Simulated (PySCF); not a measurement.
Single point on As₂⁺

State: ²Πu (doublet), unpaired electrons π ↑.

An equivalent input (the run itself took its basis sets from the Basis Set Exchange, started from a PBE0 density and held the occupation σ 9α 9β, πx 5α 5β, πy 5α 4β, δx 2α 2β, δy 2α 2β):

```python
from pyscf import gto, dft
mol = gto.M(atom='As 0 0 0; As 0 0 2.187', basis={'As': 'cc-pVTZ-PP'}, ecp={'As': 'cc-pVTZ-PP'},
            charge=1, spin=1, verbose=4, symmetry='C2v')
mf = dft.UKS(mol, xc='PBE0')
mf.grids.atom_grid = (80, 434)
mf.grids.prune = dft.gen_grid.treutler_prune
mf.irrep_nelec = {'A1': (11, 11), 'A2': (2, 2), 'B1': (5, 5), 'B2': (5, 4)}
mf.conv_tol = 1e-9
mf.max_cycle = 60
mf.diis_space = 10
mf.kernel()
```

The log (some set-up lines and the per-cycle HOMO/LUMO lines removed):

```
******** <class 'pyscf.dft.uks_symm.SymAdaptedUKS'> ********
method = SymAdaptedUKS
damping factor = 0
level_shift factor = 0
DIIS = <class 'pyscf.scf.diis.CDIIS'>
diis_start_cycle = 1
diis_space = 10
diis_damp = 0
SCF conv_tol = 1e-09
SCF conv_tol_grad = None
SCF max_cycles = 60
number electrons alpha = 23  beta = 22
Set gradient conv threshold to 3.16228e-05
init E= -664.602276721174
cycle= 1 E= -664.55370676988  delta_E= 0.0486  |g|= 0.0246  |ddm|= 0.101
cycle= 2 E= -664.553946074682  delta_E= -0.000239  |g|= 0.019  |ddm|= 0.0821
cycle= 3 E= -664.554169874648  delta_E= -0.000224  |g|= 0.00145  |ddm|= 0.0292
cycle= 4 E= -664.554170195843  delta_E= -3.21e-07  |g|= 0.000621  |ddm|= 0.00225
cycle= 5 E= -664.554170094258  delta_E= 1.02e-07  |g|= 0.000694  |ddm|= 0.00227
cycle= 6 E= -664.554170469175  delta_E= -3.75e-07  |g|= 3.45e-05  |ddm|= 0.00127
cycle= 7 E= -664.554170469775  delta_E= -6e-10  |g|= 2.94e-06  |ddm|= 6.34e-05
Extra cycle  E= -664.554170469788  delta_E= -1.26e-11  |g|= 1.58e-06  |ddm|= 9.89e-06
converged SCF energy = -664.554170469788  <S^2> = 0.75245392  2S+1 = 2.0024524
```

Repeating this along the bond gives Re = 2.184 Å and ωe = 403 cm⁻¹.

A point of this curve took 1.4 CPU seconds beside 1.5 for the integrals, on Intel Xeon 6975P-C (shared host).

Spin–orbit coupling is left out. The state is the lowest determinant that a PBE0 search found; another state may lie lower at other levels.
